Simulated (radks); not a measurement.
Task: Species: the neodymium ion Nd+. Configuration: [Xe] 4f4 5d0.5 6s0.5 (fractional occupations, a model configuration). Method: Dirac Kohn-Sham, PBEsol, spin-unpolarised, spherical densities, finite nucleus; open shells fill j = l - 1/2 first; Fermi nuclear charge, rms radius 4.9123 fm; computed with a radial shooting solver on a logarithmic mesh with Libxc functionals.

Spin-orbit splittings of the eigenvalues, e(l+1/2) - e(l-1/2), with zeta = 2 splitting/(2l+1) and mean radii in bohr:

| shell | occ. | splitting (eV) | zeta (eV) | <r> j=l-1/2 | <r> j=l+1/2 |
|---|---|---|---|---|---|
| 2p | 6 | 519.7 | 346.5 | 0.08423 | 0.09065 |
| 3p | 6 | 103.7 | 69.15 | 0.2557 | 0.2682 |
| 3d | 10 | 22.43 | 8.973 | 0.2395 | 0.2434 |
| 4p | 6 | 22.54 | 15.02 | 0.6239 | 0.6523 |
| 4d | 10 | ? | ? | 0.7017 | 0.7119 |
| 4f | 4 | 0.4015 | 0.1147 | 1.111 | 1.133 |
| 5p | 6 | 3.018 | 2.012 | 1.669 | 1.762 |
| 5d | 0.5 | 0.1993 | 0.07973 | 2.904 | 2.970 |

Estimate the 4d splitting.

Result: 3.980 eV (zeta = 1.592 eV).
